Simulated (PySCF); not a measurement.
State search for SiI

Unrestricted PBE0; PySCF, scalar-relativistic core potentials, basis sets Si cc-pV(D+d)Z, I cc-pVDZ-PP with ECP28. Outer shells of the fragments: Si 3s2 3p2; I 4d10 5s2 5p5.

Followed along the bond (rough minima from three points):

```json
{"2Ms+1": "2", "unpaired": "π ↑", "⟨S²⟩ at the start": "0.76", "R at minimum (Å)": "2.47", "Te (eV)": "0.00"}
{"2Ms+1": "4", "unpaired": "σ ↑, π ↑↑", "⟨S²⟩ at the start": "3.75", "R at minimum (Å)": "2.48", "Te (eV)": "2.47"}
```

Solutions found at the starting distance of 2.425 Å, counted from the lowest of them; the search is not exhaustive and high or unbound solutions are not listed, so other states can lie among these:

```tsv
2Ms+1	unpaired	term	E (eV)	⟨S²⟩	⟨Lz²⟩	μ (D)
2	π ↑	²Π	0.00	0.76	1.01	-0.48
4	σ ↑, π ↑↑	⁴Σ⁻	2.47	3.75	0.00	0.06
2	σ ↑	²Σ⁺	2.92	0.75	0.00	-0.77
2	σ ↑, π ↑↓	mixed	3.28	1.76	2.02	0.66
2	σ ↓, π ↑↑	mixed	3.39	1.77	0.00	1.04
4	π ↑↑↑	⁴Π	3.63	3.76	1.00	4.10
```

A term symbol is given only where ⟨S²⟩ and ⟨Lz²⟩ are close to those of a pure state; real π, δ and φ orbitals otherwise mix terms. A positive dipole means Si(−)I(+).

Spin–orbit coupling is left out. Counting both spins, an empty level lies below a filled one in some of these solutions, because spin and occupation are held.
